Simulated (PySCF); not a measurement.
Basis-set dependence of excited states

Compound: 4-methyl-2-pentanone, C6H12O.
Numbering: `[CH3:1][C:2](=[O:3])[CH2:4][CH:5]([CH3:6])[CH3:7]` (hydrogens: H8, H9, H10 on C1; H11, H12 on C4; H13 on C5; H14, H15, H16 on C6; H17, H18, H19 on C7)

TDDFT with PBE0 (PySCF), vertical singlets, core orbitals frozen in the response, spherical d and f functions. Geometry: PBE0-D3(BJ)/def2-SVP, one conformer, isolated molecule.

**Question.** Compare 6-31G*, 6-31+G*, def2-SVP, aug-cc-pVDZ and def2-TZVP for this molecule.

**Answer.** 

| basis | functions | diffuse | S1 (eV) | S2 (eV) | S3 (eV) | S4 (eV) | S5 (eV) | LUMO (eV) | α (au) |
| --- | --- | --- | --- | --- | --- | --- | --- | --- | --- |
| 6-31G* | 122 | no | 4.51 | 7.70 | 7.93 | 8.09 | 8.17 | 0.00 | 65.1 |
| 6-31+G* | 150 | yes | 4.50 | 6.38 | 7.11 | 7.31 | 7.35 | -0.37 | 73.0 |
| def2-SVP | 158 | no | 4.50 | 7.43 | 7.61 | 7.89 | 8.04 | -0.18 | 67.5 |
| aug-cc-pVDZ | 269 | yes | 4.46 | 6.01 | 6.67 | 6.78 | 6.86 | -0.43 | 78.9 |
| def2-TZVP | 289 | no | 4.49 | 6.90 | 7.50 | 7.74 | 7.81 | -0.34 | 75.7 |

States are compared by their number. Against the largest diffuse basis here (aug-cc-pVDZ, itself not a converged limit), sets without diffuse functions differ by up to 0.04 eV in S1 and 1.31 eV in S5; the smaller diffuse sets differ by up to 0.04 and 0.49 eV. State by state, the largest deviation of a set without diffuse functions is S1 0.04, S2 1.68, S3 1.26, S4 1.31, S5 1.31 eV. The same number needn't mean the same state in each row. Against aug-cc-pVDZ the polarisability deviates by -18% in 6-31G*, -8% in 6-31+G*, -14% in def2-SVP, -4% in def2-TZVP. A single + in a Pople set puts diffuse functions on heavy atoms only.
